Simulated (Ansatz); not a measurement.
Results of the Gaussian-basis code of Ansatz.

A structure relaxed at PBE0-D4/def2-TZVP, charge 0, multiplicity 1:

```json
{"atom": "F1", "x (Å)": "1.6740", "y (Å)": "1.2638", "z (Å)": "-0.5863"}
{"atom": "B2", "x (Å)": "0.5984", "y (Å)": "0.5768", "z (Å)": "-0.2052"}
{"atom": "Al3", "x (Å)": "-1.1893", "y (Å)": "1.6348", "z (Å)": "0.4229"}
{"atom": "Si4", "x (Å)": "0.6968", "y (Å)": "-1.4702", "z (Å)": "-0.2435"}
{"atom": "H5", "x (Å)": "-1.4078", "y (Å)": "2.0215", "z (Å)": "1.9522"}
{"atom": "H6", "x (Å)": "-2.3496", "y (Å)": "1.9685", "z (Å)": "-0.6153"}
{"atom": "H7", "x (Å)": "-0.3094", "y (Å)": "-1.9543", "z (Å)": "-1.2348"}
{"atom": "H8", "x (Å)": "2.0241", "y (Å)": "-2.0565", "z (Å)": "-0.5791"}
{"atom": "H9", "x (Å)": "0.2628", "y (Å)": "-1.9843", "z (Å)": "1.0891"}
```

(1) Give its formula and SMILES.

(2) Summarise the bond lengths by kind.

## Answers

(1) AlBFH5Si, `F[B]([AlH2])[SiH3]`.

(2) 1 × B–F 1.332 Å; 1 × Al–B 2.170 Å; 1 × B–Si 2.050 Å; 2 × Al–H 1.592 Å; 3 × H–Si 1.489 to 1.493 Å.
